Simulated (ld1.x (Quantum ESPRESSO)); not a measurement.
# Pseudopotential generation for aluminium (Al): RRKJ, LDA (PZ), scalar-relativistic.

Input for ld1.x (Quantum ESPRESSO) 7.5:

```
&input
   title='Al', zed=13., rel=1, dft='PZ', iswitch=3,
   config='[Ne] 3s1 3p0 3d-2',
   nld=3, rlderiv=1.95, eminld=-4.0, emaxld=5.0, deld=0.02
 /
 &inputp
   pseudotype=2, tm=.false., lloc=0,
   nlcc=.false.,
   file_pseudopw='Al.UPF', file_wfcaegen='ae.wfc', file_wfcncgen='nc.wfc', file_beta='beta', file_chi='chi'
 /
3
3P  2  1   0.00   0.00  1.70  1.70  0.0
3D  3  2  -2.00   0.20  1.50  1.50  0.0
3S  1  0   1.00   0.00  1.80  1.80  0.0
 &test
   configts(1)='3s1 3p0'
 /
```

Command:

```bash
ld1.x < Al.in > Al.out
```

The program printed (shortened: banner, matrices, multipoles, cross overlaps and the repeated all-electron block are left out):

```
Program LD1 v.7.5
     --------------------------- All-electron run ----------------------------

     Al
     scalar relativistic calculation

     atomic number is 13.00
     dft =PZ   lsd =0 sic =0 latt =0  beta=0.20 tr2=1.0E-14
     Exchange-correlation= PZ
                           (   1   1   0   0   0   0   0)
     mesh =1135 r(mesh) = 100.48924 a.u. xmin = -7.00 dx = 0.01250
     1 Ry =  13.60569312 eV, c = 137.03599908

     n l     nl                  e(Ry)          e(Ha)          e(eV)
     1 0     1S 1( 2.00)      -112.1214       -56.0607     -1525.4893
     2 0     2S 1( 2.00)        -9.4185        -4.7092      -128.1447
     2 1     2P 1( 6.00)        -6.6421        -3.3210       -90.3698
     3 0     3S 1( 1.00)        -1.7592        -0.8796       -23.9358
     3 1     3P 1( 0.00)        -1.2783        -0.6392       -17.3928

     final scf error:  6.5E-15 reached in  28 iterations

     Etot =    -481.673544 Ry,    -240.836772 Ha,   -6553.502421 eV

     Ekin =     482.113683 Ry,     241.056842 Ha,    6559.490822 eV
     Encl =   -1137.684310 Ry,    -568.842155 Ha,  -15478.983587 eV
     Eh   =     207.920149 Ry,     103.960074 Ha,    2828.897735 eV
     Exc  =     -34.023066 Ry,     -17.011533 Ha,    -462.907392 eV

     normalization and overlap integrals

     s(1S/1S) =  1.000000  <r> =   0.1206  <r2> =    0.0196  r(max) =   0.0789
     s(2S/2S) =  1.000000  <r> =   0.6276  <r2> =    0.4722  r(max) =   0.4954
     s(2P/2P) =  1.000000  <r> =   0.6016  <r2> =    0.4597  r(max) =   0.4264
     s(3S/3S) =  1.000000  <r> =   2.1957  <r2> =    5.5222  r(max) =   1.9109
     s(3P/3P) =  1.000000  <r> =   2.5347  <r2> =    7.4196  r(max) =   2.1925

     ------------------------ End of All-electron run ------------------------

     --------------------- Generating NC pseudopotential ---------------------

      Generating local pot.: lloc=0, matching radius rcloc =   1.8000

      Wfc   3P  rcut= 1.708  Estimated cut-off energy=       58.36 Ry
      This function has    0 nodes for 0 < r <    1.708

      Wfc   3D  rcut= 1.507  Estimated cut-off energy=      100.10 Ry
      This function has    0 nodes for 0 < r <    1.507

     ------------------- End of pseudopotential generation -------------------

     Computing logarithmic derivative in   1.94706
     Computing logarithmic derivative in   1.94706
     Computing the partial wave expansion
       no projector for channel:   0
     R is outside the sphere for l=    1 j= 0.00
     R is outside the sphere for l=    2 j= 0.00

     ---------------------- Testing the pseudopotential ----------------------

     Al
     scalar relativistic calculation

     atomic number is 13.00   valence charge is  3.00
     dft =PZ   lsd =0 sic =0 latt =0  beta=0.20 tr2=1.0E-14
     mesh =1135 r(mesh) = 100.48924 xmin = -7.00 dx = 0.01250

     n l     nl             e AE (Ry)        e PS (Ry)    De AE-PS (Ry)
     1 0     3S   1( 1.00)       -1.75925       -1.75925        0.00000
     2 1     3P   1( 0.00)       -1.27835       -1.27835       -0.00000

     eps = 4.2E-16  iter =  7

     Etot =    -481.673544 Ry,    -240.836772 Ha,   -6553.502421 eV
     Etotps =    -2.060907 Ry,      -1.030453 Ha,     -28.040062 eV

     Ekin =       0.510966 Ry,       0.255483 Ha,       6.952050 eV
     Encl =      -2.626365 Ry,      -1.313183 Ha,     -35.733518 eV
     Ehrt =       0.407978 Ry,       0.203989 Ha,       5.550822 eV
     Ecxc =      -0.353486 Ry,      -0.176743 Ha,      -4.809416 eV

     ---------------------- End of pseudopotential test ----------------------
```

Generation and configuration tests took about 0.84 s on one core of a shared server CPU.

Transferability test of the new file with ld1.x, input:

```
&input
   title='Al', zed=13., rel=1, dft='PZ', iswitch=2,
   config='[Ne] 3s1 3p0 3d-2'
 /
 &test
   file_pseudo='Al.UPF', nconf=10,
   configts(1)='3s1 3p0',
   configts(2)='3s2 3p1',
   configts(3)='3s2 3p0',
   configts(4)='3s2 3p0.5',
   configts(5)='3s0 3p3',
   configts(6)='3s1 3p1',
   configts(7)='3s2 3p1.3',
   configts(8)='3s1 3p2',
   configts(9)='3s1 3p0', lsdts(9)=1,
   configts(10)='3s2 3p1', lsdts(10)=1
 /
```

```bash
ld1.x < Al.test.in > Al.test.out
```

Pseudopotential blocks of its output, shortened (energy terms left out):

```
     ---------------------- Testing the pseudopotential ----------------------

     n l     nl             e AE (Ry)        e PS (Ry)    De AE-PS (Ry)
     1 0     3S   1( 1.00)       -1.75925       -1.75925        0.00000
     2 1     3P   1( 0.00)       -1.27835       -1.27835       -0.00000

     eps = 7.0E-15  iter =  5

     Etot =    -481.673544 Ry,    -240.836772 Ha,   -6553.502421 eV
     Etotps =    -2.060906 Ry,      -1.030453 Ha,     -28.040061 eV

     ---------------------- End of pseudopotential test ----------------------

          ---------------------- Testing the pseudopotential ----------------------

     n l     nl             e AE (Ry)        e PS (Ry)    De AE-PS (Ry)
     1 0     3S   1( 2.00)       -0.57591       -0.58160        0.00569  !
     2 1     3P   1( 1.00)       -0.20498       -0.20639        0.00141

     eps = 2.9E-16  iter = 12

     Etot =    -483.527466 Ry,    -241.763733 Ha,   -6578.726321 eV
     Etotps =    -3.923514 Ry,      -1.961757 Ha,     -53.382123 eV
     dEtot_ae =      -1.853922 Ry
     dEtot_ps =      -1.862607 Ry,   Delta E=       0.008685 Ry

     ---------------------- End of pseudopotential test ----------------------

          ---------------------- Testing the pseudopotential ----------------------

     n l     nl             e AE (Ry)        e PS (Ry)    De AE-PS (Ry)
     1 0     3S   1( 2.00)       -1.09686       -1.10517        0.00831  !
     2 1     3P   1( 0.00)       -0.67303       -0.67724        0.00421

     eps = 8.0E-15  iter = 11

     Etot =    -483.097743 Ry,    -241.548871 Ha,   -6572.879633 eV
     Etotps =    -3.490871 Ry,      -1.745436 Ha,     -47.495722 eV
     dEtot_ae =      -1.424199 Ry
     dEtot_ps =      -1.429965 Ry,   Delta E=       0.005766 Ry

     ---------------------- End of pseudopotential test ----------------------

          ---------------------- Testing the pseudopotential ----------------------

     n l     nl             e AE (Ry)        e PS (Ry)    De AE-PS (Ry)
     1 0     3S   1( 2.00)       -0.82198       -0.82924        0.00726  !
     2 1     3P   1( 0.50)       -0.42514       -0.42808        0.00295

     eps = 1.8E-15  iter = 10

     Etot =    -483.371280 Ry,    -241.685640 Ha,   -6576.601294 eV
     Etotps =    -3.766230 Ry,      -1.883115 Ha,     -51.242171 eV
     dEtot_ae =      -1.697736 Ry
     dEtot_ps =      -1.705324 Ry,   Delta E=       0.007588 Ry

     ---------------------- End of pseudopotential test ----------------------

          ---------------------- Testing the pseudopotential ----------------------

     n l     nl             e AE (Ry)        e PS (Ry)    De AE-PS (Ry)
     1 0     3S   1( 0.00)       -0.68961       -0.69242        0.00281
     2 1     3P   1( 3.00)       -0.28998       -0.29127        0.00129

     eps = 4.8E-16  iter =  9

     Etot =    -482.755335 Ry,    -241.377667 Ha,   -6568.220939 eV
     Etotps =    -3.145214 Ry,      -1.572607 Ha,     -42.792817 eV
     dEtot_ae =      -1.081791 Ry
     dEtot_ps =      -1.084308 Ry,   Delta E=       0.002517 Ry

     ---------------------- End of pseudopotential test ----------------------

          ---------------------- Testing the pseudopotential ----------------------

     n l     nl             e AE (Ry)        e PS (Ry)    De AE-PS (Ry)
     1 0     3S   1( 1.00)       -1.15566       -1.16143        0.00577  !
     2 1     3P   1( 1.00)       -0.72388       -0.72709        0.00321

     eps = 3.0E-15  iter = 11

     Etot =    -482.670025 Ry,    -241.335012 Ha,   -6567.060235 eV
     Etotps =    -3.059773 Ry,      -1.529887 Ha,     -41.630334 eV
     dEtot_ae =      -0.996481 Ry
     dEtot_ps =      -0.998867 Ry,   Delta E=       0.002386 Ry

     ---------------------- End of pseudopotential test ----------------------

          ---------------------- Testing the pseudopotential ----------------------

     n l     nl             e AE (Ry)        e PS (Ry)    De AE-PS (Ry)
     1 0     3S   1( 2.00)       -0.44704       -0.45176        0.00472
     2 1     3P   1( 1.30)       -0.09059       -0.09112        0.00053

     eps = 9.6E-15  iter = 13

     Etot =    -483.571403 Ry,    -241.785702 Ha,   -6579.324114 eV
     Etotps =    -3.967742 Ry,      -1.983871 Ha,     -53.983875 eV
     dEtot_ae =      -1.897859 Ry
     dEtot_ps =      -1.906835 Ry,   Delta E=       0.008976 Ry

     ---------------------- End of pseudopotential test ----------------------

          ---------------------- Testing the pseudopotential ----------------------

     n l     nl             e AE (Ry)        e PS (Ry)    De AE-PS (Ry)
     1 0     3S   1( 1.00)       -0.63716       -0.64182        0.00466
     2 1     3P   1( 2.00)       -0.25069       -0.25219        0.00150

     eps = 2.7E-17  iter = 10

     Etot =    -483.148556 Ry,    -241.574278 Ha,   -6573.570989 eV
     Etotps =    -3.540836 Ry,      -1.770418 Ha,     -48.175529 eV
     dEtot_ae =      -1.475013 Ry
     dEtot_ps =      -1.479930 Ry,   Delta E=       0.004917 Ry

     ---------------------- End of pseudopotential test ----------------------

          ---------------------- Testing the pseudopotential ----------------------

     n l     nl             e AE (Ry)        e PS (Ry)    De AE-PS (Ry)
     1 0     3S   1( 1.00)       -1.80641       -1.81662        0.01022  !
     2 1     3P   1( 0.00)       -1.32028       -1.32679        0.00651  !
     1 0     3S   2( 0.00)       -1.65388       -1.55228       -0.10160  !
     2 1     3P   2( 0.00)       -1.17855       -1.10626       -0.07229  !

     eps = 2.1E-16  iter =  7

     Etot =    -481.704947 Ry,    -240.852474 Ha,   -6553.929691 eV
     Etotps =    -2.102574 Ry,      -1.051287 Ha,     -28.606973 eV
     dEtot_ae =      -0.031404 Ry
     dEtot_ps =      -0.041667 Ry,   Delta E=       0.010264 Ry

     ---------------------- End of pseudopotential test ----------------------

          ---------------------- Testing the pseudopotential ----------------------

     n l     nl             e AE (Ry)        e PS (Ry)    De AE-PS (Ry)
     1 0     3S   1( 1.00)       -0.59287       -0.60040        0.00752  !
     2 1     3P   1( 1.00)       -0.22059       -0.22274        0.00215
     1 0     3S   2( 1.00)       -0.54881       -0.55136        0.00255
     2 1     3P   2( 0.00)       -0.18010       -0.17992       -0.00018

     eps = 1.2E-15  iter = 16

     Etot =    -483.537442 Ry,    -241.768721 Ha,   -6578.862050 eV
     Etotps =    -3.934080 Ry,      -1.967040 Ha,     -53.525883 eV
     dEtot_ae =      -1.863898 Ry
     dEtot_ps =      -1.873173 Ry,   Delta E=       0.009275 Ry

     ---------------------- End of pseudopotential test ----------------------
```
